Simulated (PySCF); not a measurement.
Point-charge models of `CC(C)C[Si@@H](F)Cl` against its computed dipole.

Coordinates (GFN2-xTB, Å) and charges (e) from the PBE0/pcSseg-1 density (PySCF):

```csv
atom,x,y,z,Mulliken,IAO,Hirshfeld,ESP-fitted
C1,-0.820,-1.305,0.400,-0.2232,-0.4172,-0.1176,-0.4971
C2,-0.485,0.182,0.455,-0.3955,-0.0822,-0.0190,+0.4722
C3,-1.755,1.016,0.300,-0.2088,-0.4159,-0.1163,-0.6002
C4,0.526,0.562,-0.634,-0.4987,-0.5677,-0.1595,-0.4783
Si5,2.224,-0.275,-0.519,+1.0309,+1.2077,+0.4349,+0.5386
F6,3.216,0.582,-1.464,-0.4163,-0.5361,-0.2094,-0.2766
Cl7,2.974,-0.165,1.338,-0.3089,-0.3007,-0.1004,-0.1704
H8,-1.574,-1.552,1.144,+0.1203,+0.1434,+0.0442,+0.1327
H9,0.064,-1.907,0.597,+0.1202,+0.1319,+0.0349,+0.0954
H10,-1.208,-1.572,-0.582,+0.1060,+0.1348,+0.0393,+0.1319
H11,-0.044,0.402,1.433,+0.1327,+0.1307,+0.0281,-0.0231
H12,-2.475,0.763,1.075,+0.1145,+0.1394,+0.0415,+0.1515
H13,-1.532,2.078,0.376,+0.1145,+0.1388,+0.0411,+0.1408
H14,-2.216,0.830,-0.668,+0.1032,+0.1338,+0.0387,+0.1430
H15,0.677,1.645,-0.602,+0.1558,+0.1563,+0.0464,+0.1449
H16,0.082,0.348,-1.609,+0.1429,+0.1498,+0.0444,+0.1520
H17,2.337,-1.620,-1.049,-0.0896,-0.1466,-0.0711,-0.0575
```

Problem. Form Σ q r in debye for every column and set it beside the full dipole.

Solution. The full density gives (-2.41, -0.54, -0.03) D, 2.47 D in size; dipole vectors point from the negative to the positive end.

```
    scheme     μx     μy     μz  size (D)  share of the full size (%)  angle to the full dipole (°)
  Mulliken  -2.79  -1.99  -0.72      3.50                         142                            25
       IAO  -2.80  -1.85   0.34      3.38                         137                            22
 Hirshfeld  -1.33  -0.54   0.27      1.46                          59                            15
ESP-fitted  -2.45  -0.56  -0.07      2.52                         102                             1
```

Problem. Which set comes closest?

Solution. Length of the difference vector: ESP-fitted 0.07 D, Hirshfeld 1.12 D, IAO 1.43 D, Mulliken 1.65 D. Closest: ESP-fitted. The schemes that divide the density aren't constrained to reproduce the dipole.

Problem. What is left for the Hirshfeld atoms' own dipoles?

Solution. The shares of the density sum to the whole, so what Σ q r misses lies in dipoles about the nuclei. The atomic dipoles sum to (-2.41, -0.54, -0.03) − (-1.33, -0.54, 0.27) = (-1.08, 0.00, -0.30) D, 1.12 D in size.

Problem. With the origin at the mean of the coordinates, (0.000, 0.001, -0.001) Å, which are the largest single terms, by size, of the IAO dipole along the direction of the full one?

Solution. Si5 -12.21, F6 +8.36, Cl7 +4.17, C3 -2.97, C1 -2.16 D; all 17 atoms together +3.13 D. The single terms depend on the origin, their sum doesn't.

Problem. Give the size of the full dipole in other units.

Solution. 2.47 D = 0.970 au = 0.513 e·Å = 8.23 × 10⁻³⁰ C·m.

One conformer (not necessarily the lowest) at the GFN2-xTB geometry, without solvent, vibrations or thermal averaging.

Conformer computed: `[CH3:1][CH:2]([CH3:3])[CH2:4][Si@@H:5]([F:6])[Cl:7]`: C1–C2–C4–Si5 -62°, C2–C4–Si5–F6 -164°.
